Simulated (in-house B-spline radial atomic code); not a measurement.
The numbers below are computed, except where a source is named.
**Correlation energy from the adiabatic connection: −Z/r, Z = 4**

Two electrons in a singlet, external potential −Z/r, Z = 4 (atomic units). Full CI in B-splines (partial waves to l = 8, correlation up to 0.6 % small) with the density held fixed gives W(λ) = <V_ee>_λ − U, and E_c is the integral of W(λ) − W(0) from 0 to 1.

```csv
λ,W(λ) − W(0) (hartree)
0,0.00000
0.02,-0.00188
0.05,-0.00468
0.12,-0.01116
0.25,-0.02294
0.4,-0.03617
0.6,-0.05323
0.8,-0.06964
1,-0.08545
```

(1) Integrate the table by the trapezoid rule.

(2) Now use only three numbers: W(0) = -2.2766, the initial slope W'(0) = -0.09411 (extrapolated from the first points) and the strong-coupling limit of the point-charge-plus-continuum model, W∞ = -3.2365. What do second-order theory and the interpolation W(λ) = W∞ + (W(0) − W∞)/√(1 + 2χλ) of Seidl, Perdew and Levy give?

Results:

(1) The strips give -0.00002, -0.00010, -0.00055, -0.00222, -0.00443, -0.00894, -0.01229, -0.01551, which sum to -0.04406 hartree. The direct value, W(1) − W(0) + T_c with T_c = 0.04135, is -0.04410; the curve is convex, so chords lie above it and the trapezoids fall short in size by 0.09 %.

(2) Second order keeps the slope alone: E_c = W'(0)/2 = -0.04705, +7 % in size against -0.04410. Matching the slope fixes χ = W'(0)/(W∞ − W(0)) = -0.09411/(-0.95990) = 0.09804. Integrating, with s = √(1 + 2χ) = 1.093656, E_c = −(W(0) − W∞)(s − 1)/(s + 1) = −0.95990 × 0.093656/2.093656 = -0.04294 hartree, -2.6 % in size against the full result. At λ = 1 the formula gives W − W(0) = -0.08220 against -0.08545. Part of the miss can come from the model's W∞.
